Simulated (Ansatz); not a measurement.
This geometry of H7OPSi2 (11 atoms, charge 0, multiplicity 1) is a first-order saddle point.

The calculation used Ansatz 0.2.0, RKS r2SCANh/STO-3G.

```xyz
11
Properties=species:S:1:pos:R:3
O -0.187 2.170 -0.073
P 0.972 0.837 -0.241
Si 0.500 -0.227 1.672
Si -0.177 -0.586 -1.518
H -0.949 1.913 -0.703
H 1.049 0.489 2.797
H 1.091 -1.544 1.651
H -0.920 -0.382 1.896
H -1.566 -0.670 -1.124
H -0.147 -0.151 -2.893
H 0.401 -1.906 -1.445
```

**Question.** Which two structures does it join? (They come from a converged band through this point; their orientation in space is the band's.)

**Answer.** No bond is made or broken. The dihedral H5–O1–P2–Si4 goes from -126 to 49°.

Image 0:

```xyz
11
Properties=species:S:1:pos:R:3
O -0.567 1.938 -0.199
P 0.780 0.803 -0.322
Si 0.472 -0.175 1.658
Si -0.269 -0.771 -1.509
H -0.134 2.784 -0.571
H 1.007 0.650 2.713
H 1.172 -1.437 1.678
H -0.920 -0.428 1.952
H -1.599 -1.063 -1.026
H -0.377 -0.366 -2.889
H 0.500 -1.992 -1.463
```

Image 8:

```xyz
11
Properties=species:S:1:pos:R:3
O -0.386 2.147 -0.280
P 0.878 0.927 -0.374
Si 0.598 -0.093 1.596
Si -0.172 -0.648 -1.565
H -1.220 1.630 0.014
H 1.155 0.697 2.666
H 1.253 -1.379 1.593
H -0.803 -0.304 1.889
H -1.537 -0.827 -1.119
H -0.211 -0.293 -2.962
H 0.512 -1.913 -1.437
```

**Question.** How far does it lie above each of them?

**Answer.** 0.239 eV above the first and 0.075 eV above the second. This is the barrier of this one path; another mechanism may lie lower. Limits of this set-up: minimal basis.

Time of the run: 3.8 min on 1 thread of AMD EPYC 7R43 64-Core Processor (Zen 3) (shared host), peak memory 0.15 GiB.
